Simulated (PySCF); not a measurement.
HfCl₃, SMILES [Cl][Hf+]([Cl])[Cl], charge +1, multiplicity 1. Atoms are numbered in the order given.

```xyz
4

Hf     0.0000     0.0000     0.3396
Cl     1.8412    -1.0630    -0.4794
Cl    -1.8412    -1.0630    -0.4794
Cl     0.0000     2.1261    -0.4794
```
Charge +1, spin multiplicity 1.

Geometry optimised at B3LYP-D3(BJ)/def2-SVP. The spin state was assumed, not searched. The isomer is the one that the SMILES or the coordinates give; other isomers of the formula were not compared. The def2 effective core potentials stand for the cores of Hf; spin–orbit coupling is left out.

Calculation: PBE0/def2-TZVPD in PySCF.

Symmetry labels are those of the subgroup Cs that the program uses (full group C3v).

Computed valence orbital energies around the gap with their symmetry:
```json
[
 {"orbital": "HOMO−7", "symmetry": "A\"", "energy (eV)": "-16.16"},
 {"orbital": "HOMO−6", "symmetry": "A'", "energy (eV)": "-16.16"},
 {"orbital": "HOMO−5", "symmetry": "A\"", "energy (eV)": "-15.61"},
 {"orbital": "HOMO−4", "symmetry": "A'", "energy (eV)": "-15.61"},
 {"orbital": "HOMO−3", "symmetry": "A'", "energy (eV)": "-15.36"},
 {"orbital": "HOMO−2", "symmetry": "A\"", "energy (eV)": "-14.85"},
 {"orbital": "HOMO−1", "symmetry": "A'", "energy (eV)": "-14.85"},
 {"orbital": "HOMO", "symmetry": "A\"", "energy (eV)": "-14.49"},
 {"orbital": "LUMO", "symmetry": "A'", "energy (eV)": "-8.97"},
 {"orbital": "LUMO+1", "symmetry": "A'", "energy (eV)": "-7.97"},
 {"orbital": "LUMO+2", "symmetry": "A\"", "energy (eV)": "-7.97"},
 {"orbital": "LUMO+3", "symmetry": "A\"", "energy (eV)": "-6.82"}
]
```
